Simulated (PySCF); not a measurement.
Cl3Sn (SMILES [Cl][Sn+]([Cl])[Cl]), charge +1, singlet, at a GFN2-xTB geometry (such geometries of metal compounds can be far from the true shape) (all electrons, no relativity); PySCF with B3LYP5/STO-3G.

Input for PySCF:
```python
from pyscf import gto, scf, dft

mol = gto.Mole()
mol.atom = '''
    Sn   -0.00000000    0.00000000    0.00000000
    Cl    2.22169726   -0.28046629   -0.42811001
    Cl   -0.94312463   -0.98953972    1.82461100
    Cl   -1.27857262    1.27000601   -1.39650099
'''
mol.basis = 'sto-3g'
mol.charge = 1
mol.verbose = 4
mol.build()

mf = dft.RKS(mol)
mf.xc = 'b3lyp5'
mf.kernel()
```

It wrote (shortened):

```
PySCF version 2.14.0

[INPUT] verbose = 4
[INPUT] num. atoms = 4
[INPUT] num. electrons = 100
[INPUT] charge = 1
[INPUT] spin (= nelec alpha-beta = 2S) = 0
[INPUT] symmetry False subgroup None
[INPUT] Mole.unit = angstrom
[INPUT] Symbol           X                Y                Z      unit          X                Y                Z       unit  Magmom
[INPUT]  1 Sn     0.000000000000   0.000000000000   0.000000000000 AA    0.000000000000   0.000000000000   0.000000000000 Bohr   0.0
[INPUT]  2 Cl     2.221697260000  -0.280466290000  -0.428110010000 AA    4.198399353097  -0.530004475273  -0.809010670085 Bohr   0.0
[INPUT]  3 Cl    -0.943124630000  -0.989539720000   1.824611000000 AA   -1.782247252032  -1.869959060179   3.448015073869 Bohr   0.0
[INPUT]  4 Cl    -1.278572620000   1.270006010000  -1.396500990000 AA   -2.416152082168   2.399963535452  -2.639004403784 Bohr   0.0

nuclear repulsion = 708.056698620845
number of shells = 26
number of NR pGTOs = 162
number of NR cGTOs = 54
basis = sto-3g
ecp = {}

******** <class 'pyscf.dft.rks.RKS'> ********
method = RKS
initial guess = minao
damping factor = 0
level_shift factor = 0
DIIS = <class 'pyscf.scf.diis.CDIIS'>
diis_start_cycle = 1
diis_space = 8
diis_damp = 0
SCF conv_tol = 1e-09
SCF conv_tol_grad = None
SCF max_cycles = 50
direct_scf = True
direct_scf_tol = 1e-13
XC library pyscf.dft.libxc version 7.1.2
    S. Lehtola, C. Steigemann, M. J. T. Oliveira, and M. A. L. Marques,  SoftwareX 7, 1–5 (2018)
XC functionals = b3lyp5
    P. A. M. Dirac,  Math. Proc. Cambridge Philos. Soc. 26, 376 (1930)
    F. Bloch,  Z. Phys. 57, 545 (1929)
    A. D. Becke,  Phys. Rev. A 38, 3098 (1988)
    C. Lee, W. Yang, and R. G. Parr,  Phys. Rev. B 37, 785 (1988)
    B. Miehlich, A. Savin, H. Stoll, and H. Preuss,  Chem. Phys. Lett. 157, 200 (1989)
    S. H. Vosko, L. Wilk, and M. Nusair,  Can. J. Phys. 58, 1200 (1980)
radial grids:
    Treutler-Ahlrichs [JCP 102, 346 (1995); DOI:10.1063/1.469408] (M4) radial grids

becke partition: Becke, JCP 88, 2547 (1988); DOI:10.1063/1.454033
pruning grids: <function nwchem_prune>
grids dens level: 3
symmetrized grids: False
atomic radii adjust function: <function treutler_atomic_radii_adjust>
small_rho_cutoff = 0
Set gradient conv threshold to 3.16228e-05
Initial guess from minao.
tot grids = 78600
init E= -7313.6465636655
  HOMO = -0.636958169279237  LUMO = -0.444970788729539  gap/eV = 5.22424
cycle= 1 E= -7330.36784388033  delta_E= -16.7  |g|= 0.223  |ddm|=  2.9
  HOMO = -0.488675600095256  LUMO = -0.298273907040679  gap/eV = 5.18109
cycle= 2 E= -7330.3757512728  delta_E= -0.00791  |g|= 0.101  |ddm|= 0.57
  HOMO = -0.501093658902259  LUMO = -0.277370767309633  gap/eV = 6.08781
cycle= 3 E= -7330.37943942826  delta_E= -0.00369  |g|= 0.063  |ddm|= 0.422
  HOMO = -0.496460917873475  LUMO = -0.28519384249488  gap/eV = 5.74887
cycle= 4 E= -7330.38186240934  delta_E= -0.00242  |g|= 0.000593  |ddm|= 0.165
  HOMO = -0.496615883820256  LUMO = -0.285161745356185  gap/eV = 5.75396
cycle= 5 E= -7330.38186261668  delta_E= -2.07e-07  |g|= 3.73e-05  |ddm|= 0.00156
  HOMO = -0.496617292314006  LUMO = -0.28515830702148  gap/eV = 5.75409
cycle= 6 E= -7330.38186261761  delta_E= -9.23e-10  |g|= 1.71e-06  |ddm|= 0.00012
  HOMO = -0.496617690346027  LUMO = -0.285158056062077  gap/eV = 5.75411
Extra cycle  E= -7330.38186261761  delta_E= -6.37e-12  |g|= 1.27e-06  |ddm|= 8.28e-06
converged SCF energy = -7330.38186261761
```
